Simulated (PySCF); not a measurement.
Structure problem from calculated spectra and properties.

Formula: C7H10Si.

* 1H NMR: chemical shifts (computed TMS as zero) by class: 7.85 (2 H), 7.66 (1 H), 7.65 (2 H), 4.75 (2 H), 0.30 (3 H) ppm [GIAO PBE0/pcSseg-1]
* NMR, other nuclei: isotropic shieldings of nuclei other than C and H, by class: 387 (1 Si) ppm [GIAO PBE0/pcSseg-1]
* 13C NMR: chemical shifts (computed TMS as zero) by class: 140.7 (2 C), 140.6 (1 C), 135.0 (1 C), 133.2 (2 C), -3.1 (1 C) ppm [GIAO PBE0/pcSseg-1]
* Rotational structure: rotational constants A, B, C: 3.986, 1.012, 0.911 GHz [GFN2-xTB]
* Dipole: 0.63 D [PBE0/pcSseg-1]

The electronic properties come from PySCF, for the isolated species, density fitting. Levels stand in brackets. Isolated species at its GFN2-xTB geometry (one conformer only). NMR values are class means; diastereotopic atoms form classes of their own.

Task: Give a SMILES that accounts for the data.

Result: Numbering: `[CH3:1][SiH2:2][c:3]1[cH:4][cH:5][cH:6][cH:7][cH:8]1`. Its formula, C7H10Si, gives 4 degrees of unsaturation: 1 ring and 3 π bonds in the structure found (Kekulé form). 7 carbons fall into 5 classes; from least to most shielded: aromatic CH carbon [C4/C8] (140.7 ppm, 2 C), substituted aromatic carbon [C3] (140.6 ppm), aromatic CH carbon [C6] (135.0 ppm), aromatic CH carbon [C5/C7] (133.2 ppm, 2 C), Si-methyl carbon [C1] (-3.1 ppm). Hydrogen classes from least to most shielded: 2 H on the ortho carbons, C4/C8 (7.85 ppm), 1 H on the para carbon, C6 (7.66 ppm), 2 H on the meta carbons, C5/C7 (7.65 ppm), 2 H on an SiH2 silicon, Si2 (4.75 ppm), 3 H on an Si-methyl carbon, C1 (0.30 ppm). The other shieldings belong to: 387 ppm, SiH2 silicon [Si2]. The optimised geometry has point group Cs and is an asymmetric top. Structure: `C[SiH2]C1=CC=CC=C1`. The assignments are read from this structure; whether some other isomer fits the data as well wasn't checked.

Shape of the structure used: `[CH3:1][SiH2:2][c:3]1[cH:4][cH:5][cH:6][cH:7][cH:8]1`: C1–Si2–C3–C4 -90°.
